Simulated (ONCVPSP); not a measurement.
# Before and after: ONCV potential for Au (Z = 79)

gold, optimised norm-conserving Vanderbilt (ONCV), made with ONCVPSP 4.0.1 (PW91, fully relativistic). Core [Kr] 4d10 4f14 5s2, reference 5p6 5d10 6s0.5 6p0.5. Waves: 6s: rc 2.00 bohr, ncon 4, nbas 8, qcut 2.8 1/bohr, 2 projectors, debl 1 Ha; 5p+6p: rc 1.45 bohr, ncon 4, nbas 8, qcut 9.5 1/bohr, 2 projectors; 5d: rc 1.95 bohr, ncon 4, nbas 9, qcut 7.5 1/bohr, 2 projectors, debl 0.6 Ha. Local part: polynomial inside 1.10 bohr (lpopt 4, dvloc0 0 Ha). Core correction: none.

Open shells are filled in proportion to 2j + 1.

Change: all radii scaled by about 0.96 (s 1.92, p 1.40, d 1.88 bohr); local potential polynomial inside 1.06 bohr (lpopt 4, dvloc0 0 Ha).

Cutoffs: the cutoffs (Ha) at which the residual kinetic energy of the hardest occupied pseudo-wave falls to 1 and 0.1 mHa per electron; they do not see the model core or the augmentation charge, which bear on the density cutoff. Errors are all-electron minus pseudo energies relative to the spin-unpolarised reference configuration.

What does the change do?

The potential gets neither clearly harder nor softer (32 Ha and 38 Ha → 33 Ha and 39 Ha); both files keep a bound ghost (s); the errors of the 3 common tests hardly move.

```tsv
quantity	base	changed
cutoff, loose	32 Ha	33 Ha
cutoff, tight	38 Ha	39 Ha
loose cutoff by channel	s 5.5 Ha, p 32 Ha, d 20 Ha	s 6.2 Ha, p 33 Ha, d 20 Ha
bound ghosts	s	s
GHOST(+) flags under 300 eV	s at 99.8 eV	s at 99.8 eV
tests with a reliable result	3 of 4	3 of 4
error for 5p6 5d10 6s1 6p0, meV [ΔE -2.54 eV]	-1.8	-1.8
error for 5p6 5d10 6s0 6p0, meV [ΔE 6.97 eV]	-3.1	-3.0
error for 5p5 5d10 6s1 6p0, meV [ΔE 64.78 eV]	-107	-96
```

 A true bound ghost makes a file unfit for plane-wave use even where its test errors are small: the radial tests pick states by their node count and pass the ghost by.
